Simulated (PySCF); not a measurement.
C5H7NO2Se.
Atom-mapped SMILES: `[CH3:1][O:2][c:3]1[cH:4][c:5]([O:6][CH3:7])[se:8][n:9]1` (hydrogens: H10, H11, H12 on C1; H13 on C4; H14, H15, H16 on C7)

All values: CAM-B3LYP/def2-SVPD (PySCF, non-relativistic), on one gas-phase PBE0-D3(BJ)/def2-SVP geometry that isn't relaxed in the solvent. The solvent is an IEF-PCM continuum (cavity from Bondi-type radii × 1.2), and excitations are vertical TDDFT with non-equilibrium linear response and a frozen core. Only the electrostatic response of the medium enters. Spin–orbit coupling is left out although an atom past zinc is present.

Gas-phase singlets (H = HOMO, L = LUMO):

```
state  E (eV)  λ (nm)      f  leading configurations
   S1   4.542     273  0.000                 H→L 88%
   S2   5.290     234  0.001               H-1→L 89%
   S3   5.412     229  0.127               H→L+1 92%
   S4   5.748     216  0.105             H-1→L+1 91%
   S5   6.061     205  0.020               H→L+2 84%
```

Problem. What are the lowest 5 singlets in chloroform (ε = 4.711)?

Solution. 
```json
{"state": "S1", "E (eV)": "4.604", "λ (nm)": "269", "f": "0.000", "leading configurations": "H→L 90%", "change by rank (eV)": "+0.062"}
{"state": "S2", "E (eV)": "5.357", "λ (nm)": "231", "f": "0.197", "leading configurations": "H→L+1 93%", "change by rank (eV)": "+0.067"}
{"state": "S3", "E (eV)": "5.364", "λ (nm)": "231", "f": "0.001", "leading configurations": "H-1→L 90%", "change by rank (eV)": "-0.048"}
{"state": "S4", "E (eV)": "5.682", "λ (nm)": "218", "f": "0.147", "leading configurations": "H-1→L+1 91%", "change by rank (eV)": "-0.066"}
{"state": "S5", "E (eV)": "6.210", "λ (nm)": "200", "f": "0.028", "leading configurations": "H→L+2 86%", "change by rank (eV)": "+0.149"}
```

Problem. How does the list change in dimethylsulfoxide (ε = 46.83)?

Solution. 
```tsv
state	E (eV)	λ (nm)	f	leading configurations	change by rank (eV)
S1	4.634	268	0.000	H→L 89%	+0.092
S2	5.356	231	0.204	H→L+1 93%	+0.066
S3	5.400	230	0.001	H-1→L 90%	-0.012
S4	5.676	218	0.152	H-1→L+1 91%	-0.072
S5	6.275	198	0.030	H→L+2 85%	+0.214
```

Problem. The ground-state energy changes by -0.268 eV from gas to dimethylsulfoxide. By how much does the total energy of gas-phase S1 change?

Solution. E(S1) = E(S0) + excitation energy, so it changes by -0.268 + 0.092 = -0.176 eV: it is lowered less than the ground state, which is what a blue shift means. This is the vertical state, with the slow part of the continuum still set for S0.

Problem. How do the frontier levels move from gas to dimethylsulfoxide?

Solution. 
```json
{"orbital": "LUMO+2", "gas (eV)": "0.95", "solvent (eV)": "1.15", "change (eV)": "+0.20"}
{"orbital": "LUMO+1", "gas (eV)": "0.68", "solvent (eV)": "0.55", "change (eV)": "-0.13"}
{"orbital": "LUMO", "gas (eV)": "0.50", "solvent (eV)": "0.49", "change (eV)": "-0.01"}
{"orbital": "HOMO", "gas (eV)": "-7.77", "solvent (eV)": "-7.92", "change (eV)": "-0.15"}
{"orbital": "HOMO-1", "gas (eV)": "-8.17", "solvent (eV)": "-8.28", "change (eV)": "-0.11"}
{"orbital": "HOMO-2", "gas (eV)": "-9.63", "solvent (eV)": "-9.89", "change (eV)": "-0.26"}
{"orbital": "HOMO-3", "gas (eV)": "-10.34", "solvent (eV)": "-10.48", "change (eV)": "-0.14"}
```

The HOMO–LUMO gap goes from 8.27 to 8.41 eV.

Conformer computed: `[CH3:1][O:2][c:3]1[cH:4][c:5]([O:6][CH3:7])[se:8][n:9]1`: C1–O2–C3–C4 180°, C4–C5–O6–C7 180°.
